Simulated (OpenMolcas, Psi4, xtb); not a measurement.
# GeH2 (SMILES [GeH2]): methods side by side

GeH2 has 3 atoms, charge 0, and is taken as a singlet. SMILES: `[GeH2]`. The coordinates come from a PBE0-D4/def2-TZVP relaxation.

```xyz
3

Ge   -0.5701    0.4051   -0.2637
H     0.7830    0.7436    0.5090
H    -0.2129   -1.1487   -0.2453
```

Quantity: the HOMO–LUMO gap, in eV. The values are calculated.

```csv
level,kind,program,value (eV),CPU time
GFN2-xTB,semi-empirical,xtb,2.83,under 2 s
GFN1-xTB,semi-empirical,xtb,2.39,under 2 s
HF/def2-TZVPPD,Hartree–Fock,Psi4,9.37,3.7 s
SVWN5/def2-TZVPPD,LDA,Psi4,1.78,6.8 s
PBE/def2-TZVPPD,GGA,OpenMolcas,1.94,12 s
TPSS/def2-TZVPPD,meta-GGA,OpenMolcas,2.21,15 s
BHLYP/def2-TZVPPD,global hybrid,OpenMolcas,5.70,11 s
B2PLYP/def2-TZVPPD,double hybrid,OpenMolcas,5.92,11 s
```

All-electron rows without a relativistic Hamiltonian named are non-relativistic. The values span 1.78 to 9.37 eV. Orbital gaps aren't excitation energies, and those of double hybrids come from the SCF part alone; they tend to grow with the share of exact exchange. Times are those of the runs behind each value, whatever else they computed, on shared processors of several kinds: orders of magnitude only.
